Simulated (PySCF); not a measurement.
C₂H₆OSi₂, SMILES O[Si@@H]1C=C[SiH2]1.

Geometry optimised at B3LYP-D3(BJ)/def2-SVP. The structure was generated by enumeration; whether it is a known compound was not checked. One conformer was computed; it need not be the lowest.

Two levels are set side by side: PBE/def2-TZVP (PySCF) and HF/def2-TZVP (PySCF). Same geometry, gas phase. Differences are taken from unrounded values.

| quantity | HF | PBE | PBE minus HF |
|---|---|---|---|
| orbital gap (eV) | 12.79 | 4.33 | -8.46 |
| highest occupied level (eV) | -10.08 | -6.25 | 3.82 |
| lowest empty level (eV) | 2.72 | -1.92 | -4.63 |
| dipole moment (D) | 1.60 | 1.47 | -0.13 |
| mean polarisability (bohr³) | 73.0 | 80.6 | 7.6 |

PBE's occupied levels lie high since its potential decays too fast outside the molecule; exact exchange lowers them and widens the gap. PBE's more diffuse valence density responds more strongly to a field. Differences between two approximate levels are no errors against the true value.

Rough cost on one machine, each run with all the roots and properties that it gave: HF against PBE about 1/3.
